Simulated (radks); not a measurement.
Q: The chlorine anion Cl-, [Ar], held by a Watson sphere: a shell of charge +1 at radius R that stands for the Madelung well of a crystal (potential energy -1/R inside, -1/r outside, in hartree with lengths in bohr). Method: scalar-relativistic Kohn-Sham, LDA (Slater exchange, Perdew-Wang correlation), spin-polarised, spherical densities, point nucleus; computed with a radial shooting solver on a logarithmic mesh with Libxc functionals. Response by self-consistent Sternheimer equations with the Hartree and adiabatic LDA kernel, the relativistic mass of each level held fixed and spin-orbit coupling left out. The sphere does not respond.

R (bohr)  e(2p) (eV)  e(3s) (eV)  e(3p) (eV)  <r> 3p (bohr)  sum of <r^2> (bohr^2)  X-ray form factor at sin(theta)/lambda = 0.3 1/angstrom  alpha (bohr^3)
2.19         -189.58     -20.522      -8.854          1.895                  33.44                                                    9.571           18.90
2.65         -189.25     -19.656      -8.114          1.943                  35.04                                                    9.553           22.04
3.02         -188.88     -19.029      -7.532          1.972                  36.09                                                    9.552           24.70
4.08         -187.74     -17.562      -6.092          2.024                  38.15                                                    9.557           32.02
4.11         -187.70     -17.527      -6.056          2.025                  38.19                                                    9.558           32.21
4.65         -187.18     -16.944      -5.470          2.039                  38.82                                                    9.559           35.41

Estimate the row for R = 1.93 bohr.

A: e(2p) (eV) -189.72; e(3s) (eV) -21.046; e(3p) (eV) -9.249; <r> 3p (bohr) 1.863; sum of <r^2> (bohr^2) 32.40; X-ray form factor at sin(theta)/lambda = 0.3 1/angstrom 9.598; alpha (bohr^3) 17.30.
